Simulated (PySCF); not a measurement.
Species: AsGaGeH8O.
Bonds: Ge1–O2, O2–Ga3, Ga3–As4. Hydrogens: H5, H6, H7 on Ge1; H8, H9 on Ga3; H10, H11, H12 on As4.

Theory: PySCF, PBE0-D3(BJ)/def2-SVP geometry optimisation, gas phase.

How far are the bound atoms from Ga3?

4 atoms: H8 1.571 Å, H9 1.572 Å, O2 1.827 Å, As4 2.653 Å. The nearest atom not counted as bound is Ge1, at 3.37 Å.

List the angles at Ga3.

```json
{"angle": "H8–Ga3–H9", "degrees": "125.6", "distance of the outer atoms (Å)": "2.79"}
{"angle": "O2–Ga3–H8", "degrees": "115.7", "distance of the outer atoms (Å)": "2.88"}
{"angle": "O2–Ga3–H9", "degrees": "115.5", "distance of the outer atoms (Å)": "2.88"}
{"angle": "As4–Ga3–H8", "degrees": "103.2", "distance of the outer atoms (Å)": "3.38"}
{"angle": "As4–Ga3–H9", "degrees": "102.9", "distance of the outer atoms (Å)": "3.37"}
{"angle": "O2–Ga3–As4", "degrees": "79.4", "distance of the outer atoms (Å)": "2.93"}
```

Describe the arrangement about Ga3 in numbers.

Angles from 79.4° to 125.6°; τ4 = (360° − α − β)/141° = 0.84 with α and β the two widest (0 for a square, 1 for a tetrahedron).

What are the other bond lengths?

Ge1–O2 1.757 Å; Ge1–H5, Ge1–H6, Ge1–H7 1.545 Å; As4–H10, As4–H11, As4–H12 1.511 Å.

Give some angles away from the centre.

Ge1–O2–Ga3 140.1°.

What are the rotational constants (commonest isotopes, rigid rotor)?

A = 2535, B = 583.8, C = 483.4 MHz: a near-prolate asymmetric top.

Charge 0, singlet. PBE0-D3(BJ)/def2-SVP frequencies: not computed here.

On Arm Neoverse V1, one thread, on a shared host, this took 8.3 min wall and 0.68 GiB of memory at its peak. That covers the optimisation of the geometry.

Shape of the structure used: `[GeH3:1][O:2][GaH2-:3][AsH3+:4]`: Ge1–O2–Ga3–As4 -176°.

One conformer stands for the species.
